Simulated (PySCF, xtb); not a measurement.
CH3FOSi, SMILES CO[Si]F (connectivity only; charge and spin as stated), neutral, multiplicity 1. One conformer was computed; it need not be the lowest.

Harmonic wavenumbers (cm⁻¹) from GFN2-xTB (xtb) at its own minimum, in rising order: 85, 158, 171, 384, 693, 755, 1117, 1125, 1146, 1406, 1472, 1479, 2969, 2973, 2981.

**Question.** What does TPSSh-D3(BJ)/def2-SVP (PySCF 2.14.0) give at its own minimum? (Estimate from the structure and the level; the computed values follow.)

**Answer.** 99, 172, 203, 405, 745, 819, 1122, 1174, 1189, 1467, 1491, 1497, 3031, 3125, 3131. Paired by order, the mean absolute difference is 50 cm⁻¹ and the zero-point energies are 27.0 and 28.1 kcal/mol.
